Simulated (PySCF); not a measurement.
Correlation energy of Tb⁺ (terbium, charge +1)

Starting occupation: [Xe] 4f8 5d1 6s1, 4f5/2 with m_j = +5/2, 4f7/2 with m_j = -5/2, -3/2, -1/2, +1/2, +3/2, +5/2, +7/2, 5d5/2 with m_j = +5/2, 6s1/2 with m_j = +1/2. Calculation: PySCF 2.14, in x2c-TZVPall-2c (11s11p10d4f1g, 131 functions); X2C-1e with screened-nucleus spin-orbit coupling, Gaussian nucleus. Frozen: [Ar] 3d10; 36 electrons correlated; the 18 highest virtual spinors left out.

MP2 pair energies summed by pair of shells (mhartree):

```tsv
pair	energy	share (%)
4d-4f	-150.23	14.2
4d-4d	-138.65	13.1
4f-4f	-114.78	10.9
5p-5p	-110.01	10.4
4f-5p	-89.49	8.5
4d-5p	-83.08	7.9
4d-4p	-75.00	7.1
4f-4p	-48.76	4.6
5p-5s	-32.11	3.0
5d-5p	-26.36	2.5
4d-5s	-22.86	2.2
4f-5s	-22.47	2.1
4p-4p	-20.81	2.0
4d-4s	-20.54	1.9
5p-6s	-19.36	1.8
4p-5p	-13.09	1.2
4f-4s	-12.06	1.1
4p-4s	-10.47	1.0
4f-5d	-9.15	0.9
4p-5s	-6.62	0.6
5s-5s	-5.74	0.5
4f-6s	-4.79	0.5
4d-5d	-4.72	0.4
5d-6s	-3.45	0.3
5d-5s	-3.27	0.3
4d-6s	-2.46	0.2
4s-5p	-2.21	0.2
4s-4s	-1.78	0.2
5s-6s	-1.09	0.1
4s-5s	-1.01	0.1
```

Total MP2 correlation energy: -1057.6 mhartree.

The GHF reference relaxed away from the jj start to a determinant that is no pure jj level (⟨S²⟩ = 19.83, ⟨J²⟩ = 90.08); the energies belong to that determinant.

This basis was not built for core-valence correlation, so the inner-shell part is incomplete.
